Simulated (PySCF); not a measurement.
PySCF input for C₃H₆F₂Si, SMILES C/C(F)=C/[SiH2]F, TDDFT-PBE/def2-SVPD. The structure is a stationary point at PBE0-D3(BJ)/def2-SVP. The structure was generated by enumeration; whether it is a known compound was not checked. The values are those of a single conformer.

```python
import numpy as np
from pyscf import gto, scf, dft, tdscf

mol = gto.M(
    atom='''
    C     2.57143567   -1.05200336    0.00186128
    C     1.28359083   -0.34825176   -0.20910440
    F     1.34632157    0.50593784   -1.24851354
    C     0.13340734   -0.44585881    0.46028217
    Si   -1.36178470    0.55241521    0.00110510
    F    -2.53678427    0.15127043    1.05652871
    H     3.37485352   -0.32182017    0.18886406
    H     2.84806351   -1.61392952   -0.90439520
    H     2.50892944   -1.74408671    0.84989727
    H     0.09466028   -1.14274397    1.30194286
    H    -1.12246100    2.01750791    0.12557990
    H    -1.85549879    0.23306889   -1.36773104
    ''',
    basis='def2-SVPD',
    charge=0,
    spin=0,
    max_memory=1600,
    verbose=4,
)
mf = dft.RKS(mol, xc='pbe').density_fit(auxbasis='def2-universal-jkfit')
mf.grids.level = 3
mf.conv_tol = 1e-9
mf.max_cycle = 100
mf.kernel()
mf.grids = dft.Grids(mol).set(level=1).build(with_non0tab=True)  # coarser grid for the response kernel
td = tdscf.TDDFT(mf)
td.singlet = True
td.nstates = 10
td.conv_tol = 1e-4
td.positive_eig_threshold = 1e-6
td.kernel(x0=td.get_init_guess(mf, 15))
td.analyze()
tt = tdscf.TDA(mf)
tt.singlet = False
tt.nstates = 4
tt.conv_tol = 1e-4
tt.positive_eig_threshold = 1e-6
tt.kernel(x0=tt.get_init_guess(mf, 9))
tt.analyze(verbose=3)
```

Program output:

```
PySCF version 2.14.0

[INPUT] verbose = 4
[INPUT] num. atoms = 12
[INPUT] num. electrons = 56
[INPUT] charge = 0
[INPUT] spin (= nelec alpha-beta = 2S) = 0
[INPUT] symmetry False subgroup None
[INPUT] Mole.unit = angstrom
[INPUT] Symbol           X                Y                Z      unit          X                Y                Z       unit  Magmom
[INPUT]  1 C      2.571435670000  -1.052003360000   0.001861280000 AA    4.859309163237  -1.987998232522   0.003517309441 Bohr   0.0
[INPUT]  2 C      1.283590830000  -0.348251760000  -0.209104400000 AA    2.425635124703  -0.658100448798  -0.395150047442 Bohr   0.0
[INPUT]  3 F      1.346321570000   0.505937840000  -1.248513540000 AA    2.544179042894   0.956083953654  -2.359348653411 Bohr   0.0
[INPUT]  4 C      0.133407340000  -0.445858810000   0.460282170000 AA    0.252103335607  -0.842551041124   0.869807241320 Bohr   0.0
[INPUT]  5 Si    -1.361784700000   0.552415210000   0.001105100000 AA   -2.573400123623   1.043913453944   0.002088336340 Bohr   0.0
[INPUT]  6 F     -2.536784270000   0.151270430000   1.056528710000 AA   -4.793827507405   0.285859683445   1.996549904640 Bohr   0.0
[INPUT]  7 H      3.374853520000  -0.321820170000   0.188864060000 AA    6.377548863324  -0.608151982661   0.356901348173 Bohr   0.0
[INPUT]  8 H      2.848063510000  -1.613929520000  -0.904395200000 AA    5.382060019267  -3.049884777151  -1.709059236371 Bohr   0.0
[INPUT]  9 H      2.508929440000  -1.744086710000   0.849897270000 AA    4.741189507458  -3.295846219394   1.606073074316 Bohr   0.0
[INPUT] 10 H      0.094660280000  -1.142743970000   1.301942860000 AA    0.178882004075  -2.159473133798   2.460315435233 Bohr   0.0
[INPUT] 11 H     -1.122461000000   2.017507910000   0.125579900000 AA   -2.121143875505   3.812537404044   0.237311617750 Bohr   0.0
[INPUT] 12 H     -1.855498790000   0.233068890000  -1.367731040000 AA   -3.506384537562   0.440436370256  -2.584637077667 Bohr   0.0

nuclear repulsion = 290.675299951309
number of shells = 76
number of NR pGTOs = 258
number of NR cGTOs = 178
basis = def2-SVPD
ecp = {}


[settings echo left out]
init E= -606.656747981142
  HOMO = -0.296690479477996  LUMO = -0.0917759388969923  gap/eV = 5.57601
cycle= 1 E= -606.228589864271  delta_E= 0.428  |g|= 0.74  |ddm|= 5.26
  HOMO = -0.193689534471362  LUMO = -0.023955843427848  gap/eV = 4.61869
cycle= 2 E= -605.923270327525  delta_E= 0.305  |g|= 1.45  |ddm|= 2.12
  HOMO = -0.225166881133787  LUMO = -0.0413653710147561  gap/eV = 5.00149
cycle= 3 E= -606.327942095696  delta_E= -0.405  |g|= 0.232  |ddm|= 1.45
  HOMO = -0.241771793510974  LUMO = -0.0573394660264759  gap/eV = 5.01866
cycle= 4 E= -606.340594850623  delta_E= -0.0127  |g|= 0.0706  |ddm|= 0.402
  HOMO = -0.240958759786976  LUMO = -0.0553090377670764  gap/eV = 5.05179
cycle= 5 E= -606.341383290049  delta_E= -0.000788  |g|= 0.0442  |ddm|= 0.133
  HOMO = -0.239299925687848  LUMO = -0.0544874718166946  gap/eV = 5.02900
cycle= 6 E= -606.341812356641  delta_E= -0.000429  |g|= 0.00668  |ddm|= 0.0489
  HOMO = -0.23969774433345  LUMO = -0.0548785984238949  gap/eV = 5.02919
cycle= 7 E= -606.341825133415  delta_E= -1.28e-05  |g|= 0.00226  |ddm|= 0.0135
  HOMO = -0.239647498283864  LUMO = -0.0548563476523616  gap/eV = 5.02842
cycle= 8 E= -606.341826114075  delta_E= -9.81e-07  |g|= 0.000702  |ddm|= 0.00302
  HOMO = -0.239601074868211  LUMO = -0.0547910710284563  gap/eV = 5.02894
cycle= 9 E= -606.341826218858  delta_E= -1.05e-07  |g|= 0.000146  |ddm|= 0.00125
  HOMO = -0.239619305231231  LUMO = -0.0548089745876164  gap/eV = 5.02895
cycle= 10 E= -606.341826223122  delta_E= -4.26e-09  |g|= 5.7e-05  |ddm|= 0.000315
  HOMO = -0.239615208664545  LUMO = -0.0548055487323236  gap/eV = 5.02893
cycle= 11 E= -606.341826223775  delta_E= -6.53e-10  |g|= 2.95e-05  |ddm|= 0.000133
  HOMO = -0.239616414347069  LUMO = -0.0548074267870513  gap/eV = 5.02891
Extra cycle  E= -606.341826223279  delta_E= 4.96e-10  |g|= 5.52e-05  |ddm|= 0.000107
converged SCF energy = -606.341826223279
tot grids = 47384
Overwritten attributes  positive_eig_threshold  of <class 'pyscf.tdscf.rks.CasidaTDDFT'>


******** <class 'pyscf.tdscf.rks.CasidaTDDFT'> for <class 'pyscf.df.df_jk.DFRKS'> ********
nstates = 10 singlet
deg_eia_thresh = 1.000e-03
wfnsym = None
conv_tol = 0.0001
eigh lindep = 1e-12
eigh level_shift = 0
eigh max_cycle = 100


Excitation energies (eV)
[5.91408846 6.29313941 6.39898142 6.77921511 7.03093085 7.11184424
 7.30301468 7.50980459 7.56611602 7.64317836]

** Singlet excitation energies and oscillator strengths **
Excited State   1:      5.91409 eV    209.64 nm  f=0.0008
      28 -> 30       -0.70668
Excited State   2:      6.29314 eV    197.01 nm  f=0.3119
      26 -> 29        0.29640
      28 -> 29        0.62966
Excited State   3:      6.39898 eV    193.76 nm  f=0.0003
      28 -> 31        0.70670
Excited State   4:      6.77922 eV    182.89 nm  f=0.0019
      27 -> 29        0.69967
Excited State   5:      7.03093 eV    176.34 nm  f=0.1135
      26 -> 29       -0.62611
      27 -> 30        0.10166
      28 -> 29        0.26791
      28 -> 39        0.10505
Excited State   6:      7.11184 eV    174.33 nm  f=0.0015
      28 -> 32       -0.70336
Excited State   7:      7.30301 eV    169.77 nm  f=0.0042
      28 -> 33       -0.70101
Excited State   8:      7.50980 eV    165.10 nm  f=0.0157
      28 -> 34       -0.70381
Excited State   9:      7.56612 eV    163.87 nm  f=0.0022
      27 -> 30        0.69575
Excited State  10:      7.64318 eV    162.22 nm  f=0.0009
      26 -> 30       -0.70204

** Transition electric dipole moments (AU) **
state          X           Y           Z        Dip. S.      Osc.
  1        -0.0350     -0.0497     -0.0429      0.0055      0.0008
  2         1.3525     -0.4035     -0.1750      2.0227      0.3119
  3        -0.0211     -0.0255     -0.0237      0.0017      0.0003
  4         0.0362      0.0776      0.0645      0.0115      0.0019
  5         0.7188      0.0220     -0.3762      0.6587      0.1135
  6         0.0311      0.0670      0.0544      0.0084      0.0015
  7        -0.0435     -0.1114     -0.0945      0.0232      0.0042
  8        -0.0875     -0.2129     -0.1792      0.0851      0.0157
  9         0.0259     -0.0761      0.0741      0.0119      0.0022
 10        -0.0208     -0.0538     -0.0403      0.0050      0.0009

** Transition velocity dipole moments (imaginary part, AU) **
state          X           Y           Z        Dip. S.      Osc.
  1        -0.0081     -0.0121     -0.0104      0.0003      0.0010
  2         0.3102     -0.0946     -0.0378      0.1066      0.3072
  3        -0.0061     -0.0089     -0.0081      0.0002      0.0005
  4         0.0101      0.0220      0.0184      0.0009      0.0025
  5         0.1810      0.0072     -0.0969      0.0422      0.1089
  6         0.0081      0.0174      0.0141      0.0006      0.0014
  7        -0.0118     -0.0303     -0.0257      0.0017      0.0043
  8        -0.0251     -0.0609     -0.0514      0.0070      0.0169
  9         0.0123     -0.0265      0.0245      0.0015      0.0035
 10        -0.0082     -0.0210     -0.0162      0.0008      0.0018

** Transition magnetic dipole moments (imaginary part, AU) **
state          X           Y           Z
  1         0.1105     -0.0349     -0.0060
  2        -0.1393     -0.3308     -0.2865
  3        -0.4898      0.1856      0.0263
  4        -0.1061     -0.3289      0.4460
  5        -0.0676     -0.1802     -0.1521
  6        -0.3384     -0.2779      0.4925
  7        -0.5173     -0.3213      0.6362
  8        -0.0257     -0.1347      0.1644
  9         0.3319      0.8178      0.6783
 10         0.7553     -0.7581      0.5437
Overwritten attributes  positive_eig_threshold  of <class 'pyscf.tdscf.rks.TDA'>


******** <class 'pyscf.tdscf.rks.TDA'> for <class 'pyscf.df.df_jk.DFRKS'> ********
nstates = 4 triplet
deg_eia_thresh = 1.000e-03
wfnsym = None
conv_tol = 0.0001
eigh lindep = 1e-12
eigh level_shift = 0
eigh max_cycle = 100


Excitation energies (eV)
[4.20632026 5.8108778  6.28982043 6.31613006]

** Triplet excitation energies and oscillator strengths **
Excited State   1:      4.20632 eV    294.76 nm  f=0.0000
Excited State   2:      5.81088 eV    213.37 nm  f=0.0000
Excited State   3:      6.28982 eV    197.12 nm  f=0.0000
Excited State   4:      6.31613 eV    196.30 nm  f=0.0000
```

The run converged.
